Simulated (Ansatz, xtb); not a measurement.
## Two isomers of C4H6S2Si

We compare X, `[SiH3]c1cc(S)cs1`, a singlet, with Y, `[SiH3]c1cscc1S`, a singlet. Both are isolated molecules in the gas phase, relaxed with PBE0-D3(BJ)/def2-SVP; the shapes shown needn't be the lowest conformers.

X (Å):

```yaml
atoms:
  - { symbol: C, position_ang: [-0.1657, 1.0192, -2.2169] }
  - { symbol: C, position_ang: [-0.6237, 1.4332, -0.9857] }
  - { symbol: C, position_ang: [0.4171, 1.6326, -0.0301] }
  - { symbol: C, position_ang: [1.6605, 1.3786, -0.5583] }
  - { symbol: S, position_ang: [0.1863, 2.2418, 1.6151] }
  - { symbol: S, position_ang: [1.5594, 0.9043, -2.1998] }
  - { symbol: Si, position_ang: [-1.1945, 0.6554, -3.7335] }
  - { symbol: H, position_ang: [-0.9488, -0.7337, -4.2249] }
  - { symbol: H, position_ang: [-0.8745, 1.6037, -4.8423] }
  - { symbol: H, position_ang: [-2.6268, 0.8053, -3.3432] }
  - { symbol: H, position_ang: [-1.6784, 1.5998, -0.7594] }
  - { symbol: H, position_ang: [-0.6127, 1.2396, 2.0441] }
  - { symbol: H, position_ang: [2.6200, 1.4429, -0.0467] }
```

Y (Å):

```xyz
13

C     0.0775    1.2988   -1.7908
C     1.2908    1.9340   -1.9010
C     0.8862    1.1649    0.4080
C    -0.1499    0.8642   -0.4397
S     2.1489    1.9841   -0.4126
S    -1.5732   -0.0601    0.0735
Si   -1.1051    1.0072   -3.2128
H    -1.2719   -0.4490   -3.4916
H    -0.5364    1.6778   -4.4213
H    -2.4473    1.5971   -2.9217
H     1.7379    2.3707   -2.7943
H     0.9543    0.9459    1.4726
H    -2.4628    0.9565   -0.0059
```

Quicker runs give these differences E(Y) − E(X): GFN2-xTB −0.20 kcal/mol; HF/STO-3G +1.98 kcal/mol (at GFN2-xTB geometries); r2SCAN-D4/def2-SVP +0.98 kcal/mol (at GFN2-xTB geometries).

Problem. Which of the two would you expect CCSD(T)/def2-SVP + ΔMP2/def2-TZVPP electronic energies to favour?

Solution. Too close to call at this level: CCSD(T)/def2-SVP + ΔMP2/def2-TZVPP gives E(Y) − E(X) = +0.18 kcal/mol.

How the difference moves with the method:

| level | geometry | E(Y) − E(X) (kcal/mol) | departure from the last row (kcal/mol) | job, with rough time for the two |
| --- | --- | --- | --- | --- |
| GFN2-xTB | GFN2-xTB | −0.20 | −0.38 | optimisation, 0.43 s |
| HF/STO-3G | GFN2-xTB | +1.98 | +1.79 | single point, 1 s |
| r2SCAN-D4/def2-SVP | GFN2-xTB | +0.98 | +0.79 | single point, 6.6 s |
| PBE0-D3(BJ)/def2-SVP | PBE0-D3(BJ)/def2-SVP | −0.45 | −0.63 | optimisation, 3.7 min |
| HF/def2-SVP | PBE0-D3(BJ)/def2-SVP | +0.76 | +0.57 | part of the CCSD(T) run |
| MP2/def2-SVP | PBE0-D3(BJ)/def2-SVP | −0.25 | −0.43 | part of the CCSD(T) run |
| CCSD(T)/def2-SVP | PBE0-D3(BJ)/def2-SVP | −0.28 | −0.47 | single point |
| CCSD(T)/def2-SVP + ΔMP2/def2-TZVPP | PBE0-D3(BJ)/def2-SVP | +0.18 |  | single point, 94 s |

As drawn, both hold the same kinds of bond in the same numbers.

The largest departure from CCSD(T)/def2-SVP + ΔMP2/def2-TZVPP is that of HF/STO-3G, 1.79 kcal/mol. The last row adds to CCSD(T) the change of the MP2 difference between the two basis sets, here +0.47 kcal/mol.

With thermal terms from frequencies at re-optimised GFN2-xTB minima (ideal gas, soft modes damped towards free rotors, one conformer each, 298.15 K, 1 atm): on the last row, ΔE + ΔZPE = +0.20, ΔH = +0.13, ΔG = +0.30 kcal/mol.

The correlated steps freeze 19 core orbitals. Programs: Ansatz 0.2.0, xtb 6.7.1; the last row on 2 threads of Intel(R) Xeon(R) Platinum 8259CL CPU @ 2.50GHz (Skylake/Cascade Lake) on a shared host.
